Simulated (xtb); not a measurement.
selenium dioxide (O2Se), singlet, geometry from GFN2-xTB; GFN1-xTB in xtb 6.7.1.

The xtb input:
```
$ xtb coord --gfn 1 --json

# file coord
$coord
     -2.4728598909       1.0397116290       0.0598898806  o
      0.0275880928      -0.5452905455      -0.0456756064  se
      2.3556104540       1.2777732035       0.1342314796  o
$end
```

Q: What does xtb print? Leave out banner, timings and long lists.

A: 
```
   ID    Z sym.   atoms
    1    8 o      1, 3
    2   34 se     2

           -------------------------------------------------
          |                Calculation Setup                |
           -------------------------------------------------

           -------------------------------------------------
          |                 G F N 1 - x T B                 |
           -------------------------------------------------

          ...................................................
          :                      SETUP                      :
          :.................................................:
          :  # basis functions                  18          :
          :  # atomic orbitals                  17          :
          :  # shells                            7          :
          :  # electrons                        18          :
          :  # halogen bonds                     0          :
          :  max. iterations                   250          :
          :  Hamiltonian                  GFN1-xTB          :
          :  restarted?                      false          :
          :  GBSA solvation                  false          :
          :  PC potential                    false          :
          :  electronic temp.          300.0000000     K    :
          :  accuracy                    1.0000000          :
          :  -> integral cutoff          0.2500000E+02      :
          :  -> integral neglect         0.1000000E-07      :
          :  -> SCF convergence          0.1000000E-05 Eh   :
          :  -> wf. convergence          0.2000000E-04 e    :
          :  Broyden damping             0.4000000          :
          :  net charge                          0          :
          :  unpaired electrons                  0          :
          ...................................................

 iter      E             dE          RMSdq      gap      omega  full diag
   1    -12.6510039 -0.126510E+02  0.771E+00    3.06       0.0  T
   2    -12.6475866  0.341728E-02  0.401E+00    2.86       1.0  T
   3    -12.5686635  0.789231E-01  0.417E+00    3.50       1.0  T
   4    -12.6528969 -0.842335E-01  0.966E-02    2.99       1.0  T
   5    -12.6529656 -0.686853E-04  0.209E-02    2.98       2.8  T
   6    -12.6529665 -0.900748E-06  0.691E-03    2.98       8.3  T
   7    -12.6529669 -0.340777E-06  0.424E-05    2.97    1360.2  T
   8    -12.6529669  0.988898E-11  0.537E-05    2.97    1074.4  T

   *** convergence criteria satisfied after 8 iterations ***

         :::::::::::::::::::::::::::::::::::::::::::::::::::::
         ::                     SUMMARY                     ::
         :::::::::::::::::::::::::::::::::::::::::::::::::::::
         :: total energy             -12.620591899464 Eh    ::
         :: gradient norm              0.029583748546 Eh/a0 ::
         :: HOMO-LUMO gap              2.974085762967 eV    ::
         ::.................................................::
         :: SCC energy               -12.652966873892 Eh    ::
         :: -> electrostatic           0.076944464461 Eh    ::
         :: repulsion energy           0.032904993367 Eh    ::
         :: dispersion energy         -0.000530018940 Eh    ::
         :: halogen bond corr.         0.000000000000 Eh    ::
         :: add. restraining           0.000000000000 Eh    ::
         :: total charge              -0.000000000000 e     ::
         :::::::::::::::::::::::::::::::::::::::::::::::::::::

           -------------------------------------------------
          |                Property Printout                |
           -------------------------------------------------

    * Orbital Energies and Occupations

         #    Occupation            Energy/Eh            Energy/eV
      -------------------------------------------------------------
         1        2.0000           -1.1018000             -29.9815
         2        2.0000           -0.8366203             -22.7656
         3        2.0000           -0.7928745             -21.5752
         4        2.0000           -0.6625584             -18.0291
         5        2.0000           -0.6498358             -17.6829
         6        2.0000           -0.6434410             -17.5089
         7        2.0000           -0.5902117             -16.0605
         8        2.0000           -0.5696578             -15.5012
         9        2.0000           -0.5502417             -14.9728 (HOMO)
        10                         -0.4409461             -11.9988 (LUMO)
        11                         -0.2922138              -7.9515
        12                         -0.2856909              -7.7740
        13                         -0.1365056              -3.7145
        14                         -0.0875276              -2.3817
        15                         -0.0238428              -0.6488
        16                          0.2813410               7.6557
        17                          1.1838530              32.2143
      -------------------------------------------------------------
                  HL-Gap            0.1092956 Eh            2.9741 eV
             Fermi-level           -0.4955939 Eh          -13.4858 eV

  Mulliken/CM5 charges         n(s)   n(p)   n(d)
     1o    -0.32530 -0.40054   1.726  4.599  0.000
     2se    0.65059  0.80108   1.895  2.811  0.644
     3o    -0.32530 -0.40054   1.726  4.599  0.000

Wiberg/Mayer (AO) data.
largest (>0.10) Wiberg bond orders for each atom

 ---------------------------------------------------------------------------
     #   Z sym  total        # sym  WBO       # sym  WBO       # sym  WBO
 ---------------------------------------------------------------------------
     1   8 o    2.272 --     2 se   2.027     3 o    0.245
     2  34 se   4.054 --     1 o    2.027     3 o    2.027
     3   8 o    2.272 --     2 se   2.027     1 o    0.245
 ---------------------------------------------------------------------------

Topologies differ in total number of bonds
Writing topology from bond orders to xtbtopo.mol

 dipole moment from electron density (au)
     X       Y       Z
   0.0894  -1.7671  -0.1480  total (Debye):    4.513

           -------------------------------------------------
          | TOTAL ENERGY              -12.620591899464 Eh   |
          | GRADIENT NORM               0.029583748546 Eh/α |
          | HOMO-LUMO GAP               2.974085762967 eV   |
           -------------------------------------------------

normal termination of xtb
```
